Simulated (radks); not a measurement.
Isoelectronic series with 24 electrons, each ion in its NIST ground configuration. Calculated with a radial shooting solver on a logarithmic mesh with Libxc functionals: scalar-relativistic Kohn-Sham, r2SCAN, spin-unpolarised, spherical densities, finite nucleus; meta-GGA in the generalised Kohn-Sham scheme; Fermi nuclear charge, rms radius of each element as measured or else 0.836 A^(1/3) + 0.57 fm. Total energies (hartree) and orbital eigenvalues (hartree) (* marks an orbital that is empty in some or all of the ions):

ion    configuration  E (hartree)         3d        4s*         3p
Cr      [Ar] 3d5 4s1  -1050.68766   -0.10332   -0.14571   -1.72814
Fe2+        [Ar] 3d6  -1271.72473   -0.94102   -0.71130   -2.95263
Ni4+        [Ar] 3d6  -1516.28669   -2.51971   -1.66085   -4.97020
Zn6+        [Ar] 3d6  -1784.20724   -4.62698   -2.90607   -7.52062
Ge8+        [Ar] 3d6  -2075.55106   -7.22122   -4.42948  -10.56107
Se10+       [Ar] 3d6  -2390.44126  -10.28601   -6.22440  -14.07671
Kr12+       [Ar] 3d6  -2729.03267  -13.81317   -8.28812  -18.06134
Sr14+       [Ar] 3d6  -3091.50437  -17.79810  -10.61982  -22.51239
Zr16+       [Ar] 3d6  -3478.05583  -22.23802  -13.21975  -27.42912

3d drops below 4s between Cr and Fe2+.
